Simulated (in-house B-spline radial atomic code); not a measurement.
RPBE excitations of the calcium ion Ca⁸⁺

Method: RPBE. Computed with an all-electron radial atomic-structure program (B-spline basis): linear response of the closed shell [Ne] 3s2 with the functional's adiabatic kernel; scalar-relativistic (spin-free one-electron X2C), finite nucleus, no spin-orbit coupling, no double excitations, S, P, D and F terms only.

Command:
```bash
python run_td.py task.json out
```
Settings (radii: box in bohr, nucleus in fm):
```
Z                        20
electrons                12
configuration            [Ne] 3s2
hamiltonian              x2c
method                   rpbe,pbe
box_radius               11.59
rms_radius               3.4776
intervals                70
```

Time taken, with all properties: 0.4 s on 1 thread of Intel(R) Xeon(R) Platinum 8488C (Sapphire Rapids) (shared host).

The lowest states, in the order of their Tamm-Dancoff energies; the method's threshold (minus the highest occupied level) is 178.54 eV. Labels give the largest channel, * marks a mixed state, and oscillator strengths are full-response dipole values. Semilocal kernels can invert the small singlet-triplet splittings of Rydberg terms. Energies in eV:

```json
{"state": "3s → 3p 3P", "full response": "16.896", "Tamm-Dancoff": "17.396", "oscillator strength": "-"}
{"state": "3s → 3p 1P", "full response": "?", "Tamm-Dancoff": "?", "oscillator strength": "?"}
{"state": "3s → 3d 3D", "full response": "47.59", "Tamm-Dancoff": "47.81", "oscillator strength": "-"}
{"state": "3s → 3d 1D", "full response": "51.82", "Tamm-Dancoff": "51.84", "oscillator strength": "-"}
{"state": "3s → 4s 3S", "full response": "93.16", "Tamm-Dancoff": "93.18", "oscillator strength": "-"}
{"state": "3s → 4s 1S", "full response": "95.06", "Tamm-Dancoff": "95.11", "oscillator strength": "-"}
{"state": "3s → 4p 3P", "full response": "101.00", "Tamm-Dancoff": "101.02", "oscillator strength": "-"}
{"state": "3s → 4p 1P", "full response": "101.67", "Tamm-Dancoff": "101.70", "oscillator strength": "0.27"}
{"state": "3s → 4d 3D", "full response": "111.83", "Tamm-Dancoff": "111.85", "oscillator strength": "-"}
{"state": "3s → 4d 1D", "full response": "?", "Tamm-Dancoff": "?", "oscillator strength": "-"}
```

(1) Where does 3s → 4d 1D lie?

(2) Where does 3s → 3p 1P lie?

(3) How large is the singlet-triplet splitting of 3s → 3p (P terms) in Tamm-Dancoff?

(4) What polarisabilities and dispersion coefficient does the method give?

Answers

(1) At 112.11 eV in full response, 112.12 eV in Tamm-Dancoff.

(2) At 26.396 eV in full response, 27.186 eV in Tamm-Dancoff, oscillator strength 1.03.

(3) 9.79 eV, from the unrounded values.

(4) Dipole 1.147 bohr³, quadrupole 0.655 bohr⁵, C6 1.034 hartree·bohr⁶ for two such species.
